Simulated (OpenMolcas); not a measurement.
A calculation on Co³⁺.

```
Program             : OpenMolcas 26.06
Method              : RASSCF
Basis               : ANO-RCC-VTZP [6s5p3d2f1g]
Scalar Hamiltonian  : DKH2, point nucleus
Active space        : 6 electrons in 9 orbitals (RAS2 3d 4s; RAS3 4p, at most 2 electrons)
State averaging     : 2S+1 = 5 even, 30 roots; 2S+1 = 7 even, 1 root kept (CI in the orbitals of an earlier block); 2S+1 = 3 even, 87 roots kept (CI in the orbitals of an earlier block); 2S+1 = 1 even, 86 roots kept (CI in the orbitals of an earlier block); 2S+1 = 5 odd, 3 roots; 2S+1 = 7 odd, 3 roots kept (CI in the orbitals of an earlier block); 2S+1 = 3 odd, 7 roots kept (CI in the orbitals of an earlier block, 0 in the spin-orbit step)
Spin-orbit coupling : RASSI with atomic mean-field integrals over the reference wave functions, term energies averaged over their components
```

(1) Which level of the active space comes out lowest?

(2) How high does 3d6 3F2(1) lie?

(3) How high does 3d6 3F4(1) lie?

(4) How high does 3d6 3H4 lie?

Measured values: Sugar and Corliss, J. Phys. Chem. Ref. Data 10, 1097 (1981).

Results:

(1) 3d6 5D4, with 100 % of that term; it is also the measured ground level.

(2) 31987 cm-1 above the lowest level; measured 25969 cm-1 above the ground level, so the calculation is off by +23 %.

(3) 31277 cm-1 above the lowest level; measured 25396 cm-1 above the ground level, so the calculation is off by +23 %.

(4) 28183 cm-1 above the lowest level; measured 24272 cm-1 above the ground level, so the calculation is off by +16 %.

Some high roots are left out of the spin-orbit mixing, which shifts the levels that they would mix with. Without dynamic correlation excited terms often stand tens of per cent too high (terms of higher spin than the ground term too low), and those without a measured partner can miss by more than the paired ones. Terms from blocks run as CI alone lack orbitals of their own. Computed and measured levels are paired by configuration, term and J; levels that our copy of the source lacks, or whose pairing is in doubt (as where it misses far off the trend of its configuration), stay unpaired and out of the deviations. Levels of configurations outside the active space are missing.

A number in round brackets counts repeated terms of one configuration in the order of the reference energies.
